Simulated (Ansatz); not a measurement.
Basis-set series for `[CH3][Zn][CH2][AlH2]`. Total charge 0; spin multiplicity 1. Geometry: relaxed with PBE0-D4/def2-TZVP. It is one conformer, not always the lowest.

```csv
functional,basis,functions,energy (Eh),HOMO (eV),LUMO (eV)
PBE0-D4,def2-SVP,112,-2101.37797,-7.09,-1.08
PBE0-D4,def2-TZVPP,266,-2101.80742,-7.16,-1.21
ωB97M-V,def2-SVP,112,-2101.66337,-9.21,0.60
ωB97M-V,def2-TZVPP,266,-2102.09810,-9.30,0.33
```

(1) Give the rows for def2-QZVPP. (An estimate is asked.)

## Answers

(1) The calculation gave: 
| functional | basis | functions | energy (Eh) | HOMO (eV) | LUMO (eV) |
| --- | --- | --- | --- | --- | --- |
| PBE0-D4 | def2-QZVPP | 494 | -2101.86337 | -7.16 | -1.24 |
| ωB97M-V | def2-QZVPP | 494 | -2102.15239 | -9.30 | 0.15 |

Positive LUMOs are unbound and depend on the basis. Scalar relativity is left out up to krypton.

Computed with Ansatz.
